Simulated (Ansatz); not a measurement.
`C[O][Hf]([NH2])([OH])[O][SiH3]`. The species carries charge 0 and has multiplicity 1. Correlated methods include outer-core shells of Hf, which these sets cover unevenly. Hf takes the def2 core potential.

Cartesian coordinates in Å:
```
C 2.908 0.665 -0.176
O 1.678 0.097 0.117
Hf -0.025 -0.730 0.418
N -0.524 -0.439 2.376
O -0.083 -2.633 0.109
O -1.326 0.169 -0.748
Si -2.498 0.963 -1.543
H 3.384 1.044 0.735
H 3.580 -0.072 -0.631
H 2.793 1.501 -0.876
H -1.018 -1.106 2.952
H -0.321 0.379 2.931
H 0.076 -3.496 -0.258
H -2.628 2.357 -1.035
H -3.809 0.277 -1.373
H -2.188 1.024 -2.999
```

Problem. Give the diagnostics of a CCSD(T)/def2-TZVPP run (frozen core, the Gaussian-basis code of Ansatz). (An estimate is asked.)

Solution. The calculation gave: T1 = 0.0145, largest single amplitude 0.020, largest double 0.023, (T) share of the correlation energy 3.7 %, 9 CCSD cycles. The RHF solution is stable towards an unrestricted one. T1 lies under the customary mark of 0.02 for closed shells.
